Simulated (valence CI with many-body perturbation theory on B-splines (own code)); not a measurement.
Missing levels of Ta51+

Calculated by relativistic CI+MBPT: four valence electrons over a frozen Dirac-Fock core [Ar], radial functions for each j: 9 s, 9 p, 10 d, 8 f, 5 g, 3 h, 1 i, with the one-electron correlation potential Σ1 (screened to all orders), the two-electron term Σ2, the three-electron term Σ3, Breit, model QED; selected single and double excitations, second order for the rest (own B-spline code, finite nucleus).

No measured spectrum was set against this ion. As an estimate, large intervals hold to a few tenths of a per cent, small ones and those within an open d or f shell to about a per cent. The list stops below the first excitations out of the core. Only levels of the ground parity were solved; by the run's estimate the other parity begins above the list, which can be wrong where configurations are misplaced.

| Level | E (cm⁻¹) |
| --- | --- |
| (3d3/2^4) J=0 | 0 |
| (3d3/2^3 3d5/2) J=1 | ? |
| (3d3/2^3 3d5/2) J=4 | ? |
| (3d3/2^3 3d5/2) J=2 | ? |
| (3d3/2^3 3d5/2) J=3 | 626650 |
| (3d3/2^2 3d5/2^2) J=0 [a] | ? |
| (3d3/2^2 3d5/2^2) J=2 [a] | 1036600 |
| (3d3/2^2 3d5/2^2) J=4 [a] | 1053600 |
| (3d3/2^2 3d5/2^2) J=3 [a] | 1069800 |
| (3d3/2^2 3d5/2^2) J=5 | 1099100 |
| (3d3/2^2 3d5/2^2) J=6 | 1121500 |
| (3d3/2^2 3d5/2^2) J=1 | 1139500 |
| (3d3/2^2 3d5/2^2) J=3 [b] | 1165000 |
| (3d3/2^2 3d5/2^2) J=4 [b] | 1167500 |
| (3d3/2^2 3d5/2^2) J=2 [b] | 1182900 |
| (3d3/2^2 3d5/2^2) J=2 [c] | 1282800 |
| (3d3/2^2 3d5/2^2) J=4 [c] | ? |
| (3d3/2^2 3d5/2^2) J=2 [d] | ? |
| (3d3/2^2 3d5/2^2) J=0 [b] | 1547800 |
| (3d3/2 3d5/2^3) J=4 [a] | 1606800 |

Levels are named by their leading jj configuration (3d3/2^4 stands for four electrons in 3d with j = 3/2), which in mixed levels can hold well under half, so a name can repeat and another be missing. Letters in brackets count levels of one name in rising energy.

Task: The levels stand in rising order. What does the calculation give for the missing energies?

Result: (3d3/2^3 3d5/2) J=1 481180; (3d3/2^3 3d5/2) J=4 575770; (3d3/2^3 3d5/2) J=2 599420; (3d3/2^2 3d5/2^2) J=0 [a] 1031100; (3d3/2^2 3d5/2^2) J=4 [c] 1325200; (3d3/2^2 3d5/2^2) J=2 [d] 1424700.
